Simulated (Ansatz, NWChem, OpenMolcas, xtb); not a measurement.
## Redistribution: CH3Br + C3H8O → CH4O + C3H7Br

Species: CH3Br (bromomethane) `CBr`, singlet; C3H8O (1-propanol) `CCCO`, singlet; CH4O (methanol) `CO`, singlet; C3H7Br (1-bromopropane) `CCCBr`, singlet. The partners trade Br for OH; both sit on C, so the bond types are kept.

Shapes, held fixed at every level: PBE0-D4/def2-TZVP. Flexible molecules stand in one conformer, not always the lowest. Programs: Ansatz 0.2.0, NWChem 7.3.0, OpenMolcas 26.06, xtb 6.7.1. A level may come from different programs for different species; with the same settings they agree closely. Electronic energies: no zero-point or thermal term.

(1) Estimate ΔE of this reaction.

Results:

(1) The highest level, CCSD(T)/def2-TZVPP, gives ΔE = +3.4 kJ/mol; the levels span +3.0 to +8.0. That is about zero within the method's error. The column of differences is taken from that level and isn't an error. No measured value is set beside it here. Relativity is left out for Br unless named. Correlated rows may include outer-core shells of Br, which these sets cover unevenly.

```
               level                    kind  ΔE (kJ/mol)  less CCSD(T)/def2-TZVPP
            GFN2-xTB          semi-empirical         +3.5                     +0.1
         HF/def2-SVP            Hartree–Fock         +7.8                     +4.4
       HF/def2-TZVPP            Hartree–Fock         +8.0                     +4.6
r2SCAN-D4/def2-TZVPP                meta-GGA         +4.2                     +0.8
 B3LYP-D4/def2-TZVPP           global hybrid         +3.0                     -0.4
  PBE0-D4/def2-TZVPP           global hybrid         +3.7                     +0.3
  wB97M-V/def2-TZVPP  range-separated hybrid         +4.6                     +1.2
  CCSD(T)/def2-TZVPP   coupled cluster or CI         +3.4                      0.0
```
